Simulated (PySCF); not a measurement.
**Nuclear quadrupole coupling in `C[SiH2]NCC(C)C`**

Species: C5H15NSi.
Structure used (GFN2-xTB), in Å, numbered top down from 1:
```
atom  x, y, z in Å
C1     3.5027    0.6679   -0.6292
Si2    2.0884   -0.4835   -0.1229
N3     0.8526    0.5351    0.4982
C4    -0.3841    0.0339    1.0423
C5    -1.4138   -0.4083   -0.0108
C6    -2.6353   -1.0116    0.6769
C7    -1.8256    0.7598   -0.9032
H8     3.7923    1.3270    0.1829
H9     3.2401    1.2872   -1.4818
H10    4.3741    0.0852   -0.9077
H11    1.7235   -1.3181   -1.2865
H12    2.4662   -1.3750    0.9798
H13    0.7339    1.4446    0.0779
H14   -0.1370   -0.8244    1.6716
H15   -0.8318    0.8055    1.6792
H16   -0.9400   -1.1750   -0.6327
H17   -2.3473   -1.8538    1.3019
H18   -3.1210   -0.2681    1.3057
H19   -3.3551   -1.3601   -0.0602
H20   -2.2483    1.5645   -0.3041
H21   -2.5745    0.4410   -1.6247
H22   -0.9703    1.1454   -1.4534
```

Field gradients from the PBE0/pcSseg-1 density (PySCF, non-relativistic), principal values in atomic units, ordered |Vxx| ≤ |Vyy| ≤ |Vzz|:

| atom | Vxx | Vyy | Vzz |
| --- | --- | --- | --- |
| N3 | 0.3269 | 0.6885 | -1.0154 |

Question: Find the asymmetry η = (Vxx − Vyy)/Vzz and the couplings χ = eQV/h (234.96 MHz × Q in barn × V in au), with Q(14N) = 0.02044 b.

Answer: 
| atom | environment | nucleus | η | χzz (MHz) | χxx (MHz) | χyy (MHz) |
| --- | --- | --- | --- | --- | --- | --- |
| N3 | silicon-bound nitrogen | 14N | 0.36 | -4.877 | 1.570 | 3.307 |

The tensor is traceless: Vxx + Vyy + Vzz = 0.

Question: What is Vzz at N3 in SI units (1 au = 9.71736 × 10²¹ V/m²)?

Answer: -1.0154 au = -9.867 × 10²¹ V/m².

Question: And the gradient at the other heavy atoms, for which no coupling is worked out here?

Answer: 
```csv
atom,environment,Vzz (au),η
C1,Si-methyl carbon,-0.061,0.34
Si2,SiH2 silicon,0.214,0.26
C4,sp3 carbon bound to nitrogen,0.211,0.30
C5,sp3 CH carbon,0.033,0.99
C6,methyl carbon,0.036,0.12
C7,methyl carbon,0.035,0.19
```

Were the hydrogens deuterons (Q(2H) = 0.00286 b), χzz would run from 101 kHz (H11) to 283 kHz (H13).

Geometry: GFN2-xTB, one conformer, isolated molecule. GFN2-xTB bond lengths can be off by several hundredths of an ångström, more for odd bonds, and the gradients follow them. The small basis limits the accuracy of the gradients.
